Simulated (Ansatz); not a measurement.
```yaml
crystal:
  periodic: [false, false, false]
  atoms:
    - {symbol: Pb, position_ang: [-2.206584, 0.826646, -0.641330]}
    - {symbol: Pb, position_ang: [0.695495, 0.187822, -2.225398]}
    - {symbol: Pb, position_ang: [0.866464, -0.467809, 1.569284]}
    - {symbol: Te, position_ang: [-2.344580, -0.559349, 1.995401]}
    - {symbol: Te, position_ang: [1.596178, -2.240647, -0.679110]}
    - {symbol: Te, position_ang: [0.739073, 2.156339, 0.067468]}
basis:
  gaussian: {orbitals: def2-SVP}
total_charge: -1
magnetization: {spin_polarized: true, initial_magnetization: 1}
hamiltonian: {xc: {name: wB97M-V}}
scf: {omitted_lower_state_checks: [starts]}
output: {forces: true}
```

```sh
$ ansatz run in.yaml --threads 4 --pin off --events-out ev --progress --plain --max-ram 6963MiB
```

Output, abridged:

```
Functional definition: wB97M-V
2040 factors; integrals over basis functions are off by at most 1.6e-4 eV
469 factors; integrals over basis functions are off by at most 1.8e-6 eV
mean field evaluation 1: about -37622.1363 eV, gradient 1.8e1 eV
mean field evaluation 2: about -37621.6912 eV, gradient 2.2e1 eV
mean field evaluation 4: about -37625.1582 eV, gradient 1.1e0 eV
mean field evaluation 8: about -37625.2166 eV, gradient 8.7e-2 eV
mean field evaluation 16: about -37625.2172 eV, gradient 3.9e-3 eV
mean field -37625.21722225 eV, -1382.7012296293 hartree, gradient 4.6e-5 eV, S^2 0.760315; 0 other end points of the search recorded, 0 dependent functions left out
reference -37625.21726628 eV, -1382.7012312475 hartree; 70, 69 occupied and 86, 87 virtual orbitals, 2040 factors
Total energy: -37625.21726628 eV, -1382.7012312475 hartree
Atom 0 at    -2.206584     0.826646    -0.641330 Å, force     0.773434    -0.285062     1.125285 eV/Å
Atom 1 at     0.695495     0.187822    -2.225398 Å, force     0.021498    -0.490403     0.795117 eV/Å
Atom 2 at     0.866464    -0.467809     1.569284 Å, force    -0.623177    -0.091923     0.149659 eV/Å
Atom 3 at    -2.344580    -0.559349     1.995401 Å, force     0.698317     0.455984    -1.204300 eV/Å
Atom 4 at     1.596178    -2.240647    -0.679110 Å, force    -0.332379     0.800785    -0.376029 eV/Å
Atom 5 at     0.739073     2.156339     0.067468 Å, force    -0.537694    -0.389381    -0.489732 eV/Å
Dipole moment:     0.027924     0.499273    -0.704241 e Å
Checks for a lower state left out: starts
```

It took 64 s on 4 threads of Intel Xeon on a shared host, peak host memory 1.9 GiB.

In the def2 sets Pb, Te take a core potential; there is no spin–orbit coupling. The highest occupied level of an anion often lies above zero with these methods, and sets without diffuse functions describe the outer electron poorly.

The dipole of an ion depends on the origin.
